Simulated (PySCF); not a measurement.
H₁₀Si₄, charge +1, doublet, geometry from GFN2-xTB (a state made from the parent by changing its charge; the spin is typed, not shown lowest), atoms displaced at random by about 0.03 Å a coordinate; PySCF with R2SCAN/STO-3G, gradient.

PySCF was given this input:
```python
from pyscf import gto, scf, dft

mol = gto.M(
    atom='''
Si    2.14535825   -0.97619897    0.84031436
Si    0.98061627    1.06523910    0.64244037
Si   -0.68101180    0.53832431   -1.20491174
Si   -2.44211721   -0.63118369   -0.20878900
H     2.70330309   -1.01581805    2.23784281
H     1.18781982   -1.99574025    0.58591338
H     3.28224063   -0.98538198   -0.15342876
H     1.65654274    2.23932289    0.19515003
H     0.11447709    1.47098480    1.66928246
H     0.18808810   -0.08782430   -2.27514644
H    -0.92803320    1.88162366   -1.77483148
H    -3.52088193    0.38628801    0.20266734
H    -2.96103415   -1.54502645   -1.19244423
H    -1.89461966   -1.29720312    0.90107650
''',
    basis='sto-3g',
    charge=1,
    spin=1,
    verbose=3,
)

mf = dft.UKS(mol)
mf.xc = 'r2scan'
mf.conv_tol = 1e-11
mf.kernel()
g = mf.nuc_grad_method()
grad = g.kernel()
```

The log (banner, timings and long lists left out):

```
converged SCF energy = -1150.20927878895  <S^2> = 0.7521806  2S+1 = 2.0021794
--------------- UKS gradients ---------------
         x                y                z
0 Si    -0.0321784327    -0.0219821482    -0.0010546210
1 Si    -0.0064652289     0.0306104022     0.0198860660
2 Si    -0.0159193718    -0.0000919514     0.0215354987
3 Si     0.0242827621    -0.0455878415     0.0052515668
4 H     0.0127279490    -0.0025047254     0.0202737959
5 H     0.0072418363     0.0105183771     0.0011479517
6 H     0.0238782650    -0.0012223815    -0.0163988906
7 H    -0.0074531910    -0.0090743442     0.0077331308
8 H     0.0165002262    -0.0043114135    -0.0213042124
9 H     0.0153295260    -0.0037607975    -0.0227341518
10 H     0.0000433587     0.0076435355    -0.0114691619
11 H    -0.0296368607     0.0240355128     0.0098487183
12 H    -0.0016056193     0.0035358290     0.0053226440
13 H    -0.0070234612     0.0112792398    -0.0176188682
----------------------------------------------
```
